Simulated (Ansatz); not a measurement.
Relaxation of C₂H₅NOSn (10 atoms, charge 0, multiplicity 1), to a largest force component of 0.015 eV/Å in at most 40 steps.

Method: Ansatz, RKS r2SCAN-D4/def2-SVP.

```xyz
10
Properties=species:S:1:pos:R:3:forces:R:3
C -1.690 1.119 1.894 -10.12 4.64 1.84
C -0.658 0.669 1.690 10.36 -4.83 -2.34
O 0.541 0.116 1.460 -1.65 1.16 0.82
Sn 1.010 -0.861 -0.234 -0.79 -0.84 -1.10
N 0.662 0.395 -1.844 -0.83 1.44 2.47
H -2.690 1.611 2.048 1.69 -0.86 -0.17
H 2.611 -1.458 -0.225 0.04 0.31 0.25
H -0.133 -2.203 -0.373 0.30 0.34 0.33
H 0.761 -0.159 -2.649 -0.02 -1.00 -1.77
H -0.331 0.721 -1.764 1.02 -0.37 -0.33
```

Q: Where does it end, and by what steps?

A: The forces met the threshold. The force dipped under the threshold on the way, but the program's further checks kept it going. After 32 steps the energy has fallen by 0.860 eV; H9 moved furthest, 1.24 Å. The start is strongly strained (largest force component 10 eV/Å).

```tsv
step	energy less start (eV)	largest force component (eV/Å)	accepted
0	0.0000	10.364	yes
2	-0.7003	0.394	yes
4	-0.7153	0.231	yes
6	-0.7255	0.112	yes
8	-0.6445	0.909	no
10	-0.7371	0.130	yes
12	-0.7406	0.106	yes
14	-0.7442	0.435	yes
16	-0.7639	0.777	yes
18	-0.7934	0.490	yes
20	-0.8512	0.329	yes
22	-0.8553	0.057	yes
24	-0.8577	0.202	yes
26	-0.8593	0.010	yes
28	-0.8596	0.108	no
30	-0.8599	0.027	no
32	-0.8600	0.011	yes
```

```xyz
10
Properties=species:S:1:pos:R:3
C -1.550 1.196 1.631
C -0.470 0.630 1.553
O 0.661 0.030 1.435
Sn 0.891 -1.095 -0.293
N 0.358 0.043 -1.876
H -2.481 1.707 1.771
H 2.562 -1.408 -0.287
H -0.208 -2.383 -0.120
H 0.934 0.878 -1.987
H -0.615 0.350 -1.824
```

Time of the run: 2.2 min on 2 threads of Arm Neoverse V2, with other jobs on the host, peak memory 0.17 GiB.
